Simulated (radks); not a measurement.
Results of a calculation; reference values are marked as such.
Numerical settings for the copper ion Cu+, [Ar] 3d10. Level of theory: Dirac Kohn-Sham, PBEsol, spin-unpolarised, spherical densities, finite nucleus; Fermi nuclear charge, rms radius 3.8823 fm (a radial shooting solver on a logarithmic mesh with Libxc functionals). The defaults (mesh step 0.008 in ln r, mesh end at 40 bohr or more with all orbitals vanishing there, Anderson mixing 0.5 over 9 steps, residual threshold near 1e-9 with the energy settled to 1e-9 hartree or 1e-11 of itself, here a cap of 73 iterations) give E = -1653.2377 hartree and 3d5/2 at -13.534 eV in 17 iterations. Run on one thread of a shared host, so times are rough (Arm Neoverse V1): 0.1 s of CPU time, 0.1 s wall, 17 iterations on 2189 mesh points. Changes against that run (0 stands for a change within the tolerance of the run):

| setting | iterations | converged | E (mhartree) | e(3d5/2) (meV) | CPU (s) |
|---|---|---|---|---|---|
| mesh step in ln r 0.02 | 17 | yes | 0 | 0 | 0.05 |
| mesh step in ln r 0.03 | 17 | yes | +0.000191 | 0 | 0.04 |
| mesh step in ln r 0.005 | 17 | yes | 0 | 0 | 0.15 |
| mesh end (bohr) 1 | 13 | level above zero | +6.3e+04 | +2.34e+05 | 0.05 |
| mesh end (bohr) 20 | 17 | yes | 0 | 0 | 0.1 |
| residual threshold 0.001 | 12 | yes | 0 | +0.414 | 0.08 |
| residual threshold 0.1 | 12 | yes | 0 | +0.414 | 0.08 |
| mixing 0.01 | 57 | yes | 0 | 0 | 0.31 |
| linear mixing, mixing 0.2 | 73 | no | 0 | 0 | 0.29 |
| linear mixing, mixing 1 | 73 | no | +4.53e+04 | -4.29e+05 | 1.1 |
| mixing history 2 | 33 | yes | 0 | 0 | 0.16 |
| iteration cap 3 | 3 | no | +149 | -1.3e+03 | 0.02 |

Settled on a wrong energy, with an occupied level pushed above zero by the early mesh end: mesh end (bohr) 1 (+63 hartree). Apart from these: no run marked as converged misses the energy by more than 1 mhartree. A mesh that ends early acts as a hard wall.
